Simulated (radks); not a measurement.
Values are calculated unless marked as measured or tabulated.
Task: The zirconium ion Zr8+ is in [Ar] 3d10 4s2 4p2. Level of theory: scalar-relativistic Kohn-Sham, PBEsol, spin-polarised, spherical densities, finite nucleus; Fermi nuclear charge, rms radius of each element as measured or else 0.836 A^(1/3) + 0.57 fm (a radial shooting solver on a logarithmic mesh with Libxc functionals). Open shells are filled with parallel spins first. One electron is removed from 3p, 4p, 4s, 3d in turn, with full relaxation. Which removal costs least, and what does each cost?

Result: 4p 152.94 eV; 4s 174.32 eV; 3d 323.13 eV; 3p 465.19 eV. The 4p electron leaves first.
